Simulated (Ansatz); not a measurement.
`CCOBCl`, relaxed with RKS PBE-D4/def2-SVP in the Gaussian-basis code of Ansatz from a rough embedded geometry. The force threshold is 0.03 eV/Å; the program also tests the step.

Charge 0, multiplicity 1.

Start:

```xyz
11

C     1.519   -0.635   -0.400
C     0.291    0.269   -0.120
O    -0.671   -0.512    0.534
B    -1.928    0.249    0.725
Cl   -3.260    0.329   -0.451
H     2.297    0.065   -0.901
H     1.260   -1.440   -1.072
H     1.909   -0.965    0.536
H    -0.058    0.654   -1.142
H     0.605    1.120    0.509
H    -1.963    0.866    1.782
```

```csv
step,energy (eV),largest force (eV/Å),largest move (Å)
1,-17400.2370,3.260,0.000
2,-17400.6187,1.789,0.080
3,-17400.6711,0.892,0.134
4,-17400.7489,0.514,0.197
5,-17400.7880,0.253,0.102
6,-17400.8281,0.445,0.198
7,-17400.8779,0.557,0.196
8,-17400.9592,0.486,0.195
9,-17401.0762,0.796,0.195
10,-17401.1520,0.822,0.200
11,-17401.1737,1.041,0.194
12,-17401.2224,0.722,0.200
13,-17401.2552,0.266,0.174
14,-17401.2671,0.040,0.041
15,-17401.2684,0.041,0.037
16,-17401.2690,0.061,0.073
17 (rejected),-17401.2684,0.125,0.050
18,-17401.2696,0.021,0.025
19,-17401.2699,0.040,0.042
20,-17401.2699,0.033,0.012
21,-17401.2700,0.015,0.020
```

End:

```xyz
11

C     1.379   -0.621   -0.302
C     0.385    0.526   -0.366
O    -0.957    0.023   -0.408
B    -1.812    0.189    0.618
Cl   -3.433   -0.500    0.469
H     2.416   -0.230   -0.341
H     1.236   -1.314   -1.154
H     1.262   -1.198    0.638
H     0.532    1.123   -1.290
H     0.505    1.210    0.504
H    -1.513    0.793    1.631
```

Hardware: 4 threads of an INTEL XEON PLATINUM 8581C on a shared host. Wall time 12 s, peak host memory 0.17 GiB.
